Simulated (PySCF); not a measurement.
**Ionisation energy along the 5-electron series**

Calculated with PySCF 2.14 and a two-component X2C-1e Hamiltonian (Gaussian nucleus, no Breit or QED terms), each ion in its own even-tempered basis scaled to its charge; GMP2 freezes nothing and drops the highest virtual spinors. Values in eV. NIST values: (m) measured, (s) semi-empirical, (t) theoretical.

```csv
ion,configuration,GHF (spin-free),GMP2 (spin-free),GHF (screened spin-orbit),GMP2 (screened spin-orbit),NIST
S¹¹⁺,[He] 2s2 2p1,564.21,564.14,565.35,565.29,564.41 ± 0.05 (s)
Cl¹²⁺,[He] 2s2 2p1,655.89,655.77,657.40,657.28,656.3 ± 0.12 (s)
Ar¹³⁺,[He] 2s2 2p1,754.43,754.26,756.40,756.23,755.13 ± 0.22 (s)
```

Between Z = 16 and Z = 18 the GMP2 (screened spin-orbit) value grows as Z to the power 2.47.
